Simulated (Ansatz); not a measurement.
Steps of a relaxation of `N[Si@@H](O)[Si@@H](N)Cl` with RKS PBE0-D4/def2-TZVP.

```sh
$ ansatz run in.yaml --threads 2 --pin off --events-out ev --progress --plain --max-ram 32768MiB --backend cuda --devices 0, --max-vram 18GiB
```

```yaml
crystal:
  periodic: [false, false, false]
  atoms:
    - {symbol: N, position_ang: [0.287420, -0.069610, -2.058030]}
    - {symbol: Si, position_ang: [0.788590, 0.586260, -0.532300]}
    - {symbol: O, position_ang: [0.531910, 2.192910, -0.602560]}
    - {symbol: Si, position_ang: [-0.452150, 0.035390, 1.320770]}
    - {symbol: N, position_ang: [-0.737650, -1.667640, 1.242560]}
    - {symbol: Cl, position_ang: [0.560980, 0.232300, 3.069530]}
    - {symbol: H, position_ang: [0.438880, -1.048800, -2.232460]}
    - {symbol: H, position_ang: [-0.613180, 0.199850, -2.422020]}
    - {symbol: H, position_ang: [2.224510, 0.276040, -0.532270]}
    - {symbol: H, position_ang: [0.849830, 2.704150, -1.342390]}
    - {symbol: H, position_ang: [-1.691850, 0.802320, 1.566310]}
    - {symbol: H, position_ang: [-1.192430, -2.075540, 0.444140]}
    - {symbol: H, position_ang: [-0.994850, -2.167620, 2.078730]}
basis:
  gaussian: {orbitals: def2-TZVP}
hamiltonian: {xc: pbe0, dispersion: d4}
relax: {f_tol: 0.005, max_steps: 150}
```

Positions (Å) and forces (eV/Å) along the path, 11 of 28 steps:

```xyz
13
step=1 energy=-33410.3056 eV
N     0.287   -0.070   -2.058   -0.195   -0.026    0.281
Si    0.789    0.586   -0.532    0.068    0.188   -1.123
O     0.532    2.193   -0.603   -0.274    0.646    0.230
Si   -0.452    0.035    1.321   -0.551   -1.067    0.300
N    -0.738   -1.668    1.243    0.042    0.012   -0.116
Cl    0.561    0.232    3.070    0.505    0.238    0.602
H     0.439   -1.049   -2.232    0.160   -0.143   -0.124
H    -0.613    0.200   -2.422   -0.123    0.012    0.022
H     2.225    0.276   -0.532    0.333   -0.298    0.407
H     0.850    2.704   -1.342    0.169    0.048   -0.188
H    -1.692    0.802    1.566   -0.114    0.327   -0.204
H    -1.192   -2.076    0.444   -0.014    0.002   -0.166
H    -0.995   -2.168    2.079   -0.006    0.060    0.078
13
step=2 energy=-33410.4116 eV
N     0.215   -0.095   -1.994   -0.174   -0.070    0.142
Si    0.757    0.679   -0.534    0.183   -0.447   -0.268
O     0.529    2.295   -0.690   -0.078    0.185    0.122
Si   -0.409   -0.021    1.380   -0.268    0.061   -0.356
N    -0.741   -1.709    1.194   -0.059    0.014    0.268
Cl    0.674    0.240    3.130   -0.177   -0.096   -0.204
H     0.463   -1.065   -2.156    0.036    0.241   -0.006
H    -0.730    0.082   -2.320    0.255   -0.042    0.114
H     2.188    0.277   -0.372   -0.031    0.058   -0.122
H     0.912    2.766   -1.435    0.018   -0.163    0.046
H    -1.627    0.845    1.486    0.035   -0.103    0.303
H    -1.127   -2.065    0.326    0.155    0.208    0.181
H    -1.105   -2.231    1.985    0.103    0.153   -0.218
13
step=3 energy=-33410.4639 eV
N     0.217   -0.088   -2.022   -0.006   -0.149    0.173
Si    0.784    0.639   -0.551   -0.173   -0.155   -0.223
O     0.535    2.258   -0.641   -0.001    0.204    0.048
Si   -0.443    0.006    1.351   -0.080   -0.194   -0.122
N    -0.737   -1.691    1.217   -0.063    0.072    0.087
Cl    0.632    0.258    3.097    0.003    0.018    0.012
H     0.502   -1.035   -2.245    0.007    0.231   -0.013
H    -0.743    0.067   -2.303    0.157   -0.031    0.050
H     2.222    0.252   -0.435   -0.073   -0.016   -0.024
H     0.904    2.757   -1.373    0.038   -0.095   -0.003
H    -1.669    0.843    1.532    0.076   -0.036    0.044
H    -1.104   -2.074    0.358    0.082    0.098    0.043
H    -1.102   -2.192    2.015    0.031    0.054   -0.072
13
step=4 energy=-33410.4936 eV
N     0.191   -0.085   -2.026   -0.148   -0.182   -0.084
Si    0.737    0.627   -0.562    0.146   -0.006    0.087
O     0.547    2.258   -0.606   -0.012    0.108    0.012
Si   -0.471    0.007    1.348    0.069    0.055    0.007
N    -0.741   -1.683    1.248   -0.113   -0.071   -0.048
Cl    0.665    0.327    3.049   -0.026    0.019    0.013
H     0.580   -0.969   -2.324   -0.037    0.168   -0.029
H    -0.780    0.002   -2.288    0.078   -0.061   -0.061
H     2.164    0.194   -0.463   -0.065    0.019    0.033
H     0.968    2.752   -1.312    0.022   -0.045   -0.020
H    -1.695    0.835    1.559    0.021   -0.022    0.045
H    -0.999   -2.088    0.360    0.062    0.027    0.081
H    -1.165   -2.178    2.017    0.002   -0.011   -0.037
13
step=5 energy=-33410.4994 eV
N     0.152   -0.085   -2.031    0.095   -0.654   -0.318
Si    0.706    0.616   -0.571    0.199    0.100    0.162
O     0.564    2.257   -0.586    0.042    0.012   -0.043
Si   -0.478    0.009    1.359    0.048    0.150    0.121
N    -0.750   -1.675    1.279   -0.255   -0.361   -0.427
Cl    0.668    0.387    3.048    0.008    0.002   -0.042
H     0.649   -0.887   -2.431   -0.443    0.638    0.235
H    -0.830   -0.070   -2.274    0.201   -0.084   -0.085
H     2.122    0.148   -0.479   -0.034    0.041    0.005
H     1.017    2.739   -1.282   -0.033   -0.056    0.035
H    -1.697    0.830    1.603   -0.016   -0.025   -0.015
H    -0.860   -2.107    0.360    0.068    0.182    0.617
H    -1.264   -2.162    2.004    0.120    0.056   -0.245
13
step=8 energy=-33410.5520 eV
N     0.123   -0.185   -1.987   -0.199    0.063    0.359
Si    0.653    0.604   -0.560    0.408    0.126   -0.211
O     0.569    2.252   -0.612   -0.088   -0.033    0.046
Si   -0.486    0.028    1.406   -0.092   -0.030    0.016
N    -0.892   -1.617    1.257   -0.100    0.329   -0.018
Cl    0.734    0.341    3.065    0.024    0.051   -0.121
H     0.741   -0.660   -2.619    0.024   -0.001   -0.002
H    -0.837   -0.195   -2.275   -0.110   -0.055   -0.166
H     2.062    0.142   -0.478    0.142    0.003    0.073
H     1.041    2.708   -1.312   -0.023   -0.077    0.037
H    -1.679    0.858    1.710    0.000   -0.003    0.020
H    -0.593   -2.159    0.471    0.053   -0.190   -0.060
H    -1.436   -2.117    1.934   -0.039   -0.184    0.029
13
step=9 energy=-33410.5276 eV rejected
N     0.098   -0.276   -1.898    0.733   -0.344   -0.857
Si    0.687    0.607   -0.549   -0.103    0.001   -0.079
O     0.555    2.252   -0.627    0.010   -0.051   -0.007
Si   -0.506    0.033    1.384   -0.086    0.122    0.033
N    -1.055   -1.568    1.160    0.900   -1.688   -0.817
Cl    0.761    0.302    3.017    0.082   -0.054    0.002
H     0.741   -0.580   -2.650   -0.693    0.355    0.852
H    -0.851   -0.228   -2.235    0.028    0.005    0.111
H     2.112    0.185   -0.463    0.024    0.020    0.002
H     1.038    2.703   -1.322    0.015    0.024    0.004
H    -1.658    0.901    1.738    0.004   -0.041   -0.056
H    -0.489   -2.199    0.524   -1.011    1.252    1.128
H    -1.433   -2.131    1.923    0.097    0.399   -0.316
13
step=10 energy=-33410.5927 eV
N     0.109   -0.223   -1.943   -0.047   -0.031    0.067
Si    0.680    0.607   -0.556    0.008    0.010   -0.073
O     0.561    2.252   -0.613   -0.005   -0.028    0.006
Si   -0.497    0.032    1.390   -0.080   -0.019   -0.054
N    -0.972   -1.595    1.209   -0.089   -0.223   -0.005
Cl    0.751    0.333    3.030    0.045   -0.002   -0.024
H     0.732   -0.642   -2.613   -0.021    0.049    0.036
H    -0.844   -0.195   -2.268    0.041   -0.008    0.030
H     2.097    0.162   -0.467    0.055    0.017    0.009
H     1.039    2.709   -1.309    0.002   -0.002    0.006
H    -1.677    0.874    1.710    0.020   -0.003    0.010
H    -0.570   -2.176    0.487   -0.013    0.108    0.163
H    -1.409   -2.137    1.942    0.083    0.132   -0.170
13
step=12 energy=-33410.6156 eV
N     0.133   -0.329   -1.853    0.378   -0.074   -0.387
Si    0.707    0.623   -0.546   -0.046   -0.021    0.004
O     0.507    2.262   -0.651    0.026   -0.048   -0.055
Si   -0.480    0.027    1.382    0.050   -0.039   -0.059
N    -1.061   -1.561    1.123    0.202   -0.095   -0.163
Cl    0.841    0.216    2.989   -0.057   -0.021   -0.026
H     0.740   -0.539   -2.646   -0.410    0.104    0.423
H    -0.845   -0.375   -2.100    0.128   -0.006    0.016
H     2.159    0.283   -0.453   -0.067    0.035   -0.042
H     0.996    2.727   -1.333   -0.001    0.010    0.030
H    -1.616    0.912    1.734    0.001   -0.030    0.058
H    -0.522   -2.174    0.516   -0.237    0.189    0.278
H    -1.559   -2.070    1.838    0.033   -0.005   -0.077
13
step=18 energy=-33410.6459 eV
N     0.289   -0.452   -1.755    0.086    0.012   -0.012
Si    0.725    0.685   -0.548   -0.021    0.093    0.002
O     0.283    2.266   -0.780    0.019   -0.135    0.043
Si   -0.391    0.018    1.401   -0.031   -0.040    0.009
N    -1.194   -1.446    1.020    0.002   -0.001    0.022
Cl    1.027   -0.139    2.927   -0.016   -0.007   -0.036
H     0.847   -0.581   -2.585   -0.015   -0.006    0.031
H    -0.675   -0.691   -1.917   -0.048    0.002    0.001
H     2.211    0.608   -0.466   -0.024   -0.001   -0.011
H     0.815    2.788   -1.381    0.007    0.030   -0.028
H    -1.402    0.960    1.941    0.009   -0.020   -0.013
H    -0.706   -2.135    0.468   -0.016    0.033    0.023
H    -1.829   -1.881    1.674    0.048    0.040   -0.031
13
step=28 energy=-33410.6493 eV
N     0.362   -0.466   -1.728   -0.001    0.002    0.001
Si    0.733    0.704   -0.531    0.001   -0.003    0.000
O     0.202    2.248   -0.787   -0.001   -0.001    0.000
Si   -0.359    0.013    1.421   -0.001    0.000    0.002
N    -1.257   -1.381    0.998    0.001    0.001    0.002
Cl    1.102   -0.314    2.876    0.001   -0.001   -0.001
H     0.975   -0.641   -2.507    0.000    0.000    0.000
H    -0.592   -0.708   -1.941    0.001    0.000    0.000
H     2.219    0.691   -0.446    0.000    0.000    0.000
H     0.623    2.760   -1.480    0.001    0.001   -0.001
H    -1.297    0.975    2.045    0.000    0.000   -0.002
H    -0.811   -2.082    0.427    0.000    0.000    0.000
H    -1.900   -1.798    1.653    0.000    0.000   -0.001
```

Hardware: 2 threads of an AMD EPYC 7R13 on a shared host and a share of an NVIDIA H100 80 GB. Wall time 63 s, peak host memory 0.88 GiB.
